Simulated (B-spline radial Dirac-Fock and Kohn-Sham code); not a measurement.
**Satellites and hypersatellites of the K lines of Ce⁴⁺**

System: the Ce⁴⁺ ion, [Kr] 4d10 5s2 5p6, inside a Watson sphere of charge -4 and radius 2.7 Å (a model of the Madelung potential; inside it an electron's potential energy is raised by 21.3 eV).

These are calculated numbers from a radial B-spline solver; the model is multi-electron Dirac-Fock with separately optimised hole states, Breit and Lamb-shift corrections added in first order. Each two-hole energy is an average over J within one jj subconfiguration, not an observable level; in light atoms, where LS coupling holds, the j-resolved values are not observed lines, and for a K spectator the Kα1 hypersatellite is nearly forbidden. The model has no electron correlation.

Lines without a spectator: Kα2 (K-L2) 34274.9 eV, Kα1 (K-L3) 34715.9 eV, Kβ3 (K-M2) 39162.3 eV, Kβ1 (K-M3) 39250.7 eV. Shifts in eV with one spectator hole (a dash: not computed, or left out as unreliable):

| spectator hole | Kα2 | Kα1 | Kβ3 | Kβ1 |
| --- | --- | --- | --- | --- |
| L2 (2p1/2) | +80.5 | +103.6 | – | +212.7 |
| L3 (2p3/2) | +72.8 | +74.9 | +179.6 | – |
| M2 (3p1/2) | – | +13.25 | +28.85 | +34.7 |
| M3 (3p3/2) | +8.80 | – | +27.90 | +27.57 |
| M4 (3d3/2) | +1.96 | -1.20 | – | – |
| M5 (3d5/2) | -1.99 | +0.55 | – | – |

Question: Where does the K-L3 hypersatellite lie, emitted when both K electrons are missing?

Answer: +727.4 eV from the normal line, at 35443.3 eV. Removing both K electrons costs 81936.6 eV, which is 983.7 eV more than twice the K binding energy.

With n spectator holes in 2p, averaged over the 2p shell (energies in eV):

```
n     KαLⁿ   step  hypersatellite KαʰLⁿ
0  34568.8      –               35286.0
1  34651.2  +82.4               35370.0
2  34735.0  +83.8               35455.4
3  34820.1  +85.2               35542.2
4  34906.7  +86.5               35630.4
5  34994.6  +87.9               35720.0
```
